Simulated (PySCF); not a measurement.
ScF2, SMILES [F][Sc][F] (connectivity only; charge and spin as stated), neutral, multiplicity 2. Atoms are numbered in the order given.

```xyz
3

Sc     0.0000     0.0000     0.4229
F      0.0000     1.5777    -0.4934
F      0.0000    -1.5777    -0.4934
```
Charge 0, spin multiplicity 2.

Coordinates come from a PBE0-D3(BJ)/def2-TZVP optimisation. The spin state was assumed, not searched. The isomer is the one that the SMILES or the coordinates give; other isomers of the formula were not compared.

Computed with PySCF with PBE0-D3(BJ)/def2-TZVP.

Frequencies are harmonic and unscaled.

| mode | ν (cm⁻¹) | IR (km/mol) | moving atoms (share of kinetic energy) |
|---|---|---|---|
| 1 | 146 | 10.1 | F 75 %, Sc 25 % |
| 2 | 664 | 177.1 | F 80 %, Sc 20 % |
| 3 | 718 | 219.1 | F 61 %, Sc 39 % |
